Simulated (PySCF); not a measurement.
Computed vibrations of [BiCl4]−

[BiCl4]− (singlet). PySCF 2.14.0, RKS PBE, Bi def2-SVP with ECP60, Cl def2-SVP; non-relativistic Hamiltonian with scalar-relativistic core potentials where named; density fitting; no spin-orbit coupling. Central differences of gradients.

```xyz
5

Bi    0.0000    0.0000    0.3236
Cl    2.4822    0.0000   -0.4835
Cl    0.0000    2.4822   -0.4835
Cl   -2.4822    0.0000   -0.4835
Cl    0.0000   -2.4822   -0.4835
```

Run from Python with OMP_NUM_THREADS=2. Where DIIS fails, smearing, a level shift and second-order steps follow.
It took 19 s on 2 threads of Arm Neoverse V1, on a shared host.

Q: What are the harmonic wavenumbers and infrared intensities?

A: Modes are labelled in C4v; negative numbers are unstable modes, those under 60 cm⁻¹ near the noise; a finer grid moves soft modes by up to 10 cm⁻¹.
| cm⁻¹ | km/mol | symmetry |
| --- | --- | --- |
| -49 | – | b1 |
| 97 | 10.2 | a1 |
| 114 | 4.6 | e |
| 114 | 4.6 | e |
| 134 | 0.0 | b2 |
| 237 | 0.0 | b1 |
| 258 | 115.5 | e |
| 258 | 115.5 | e |
| 281 | 9.5 | a1 |

Q: Is this a minimum?

A: Probably not: 1 unstable, though so soft as to be near the noise; the lowest moves the atoms so:
```
Bi   0.00  0.00  0.00
Cl  -0.20  0.00 -0.46
Cl   0.00  0.20  0.46
Cl   0.20  0.00 -0.46
Cl   0.00 -0.20  0.46
```
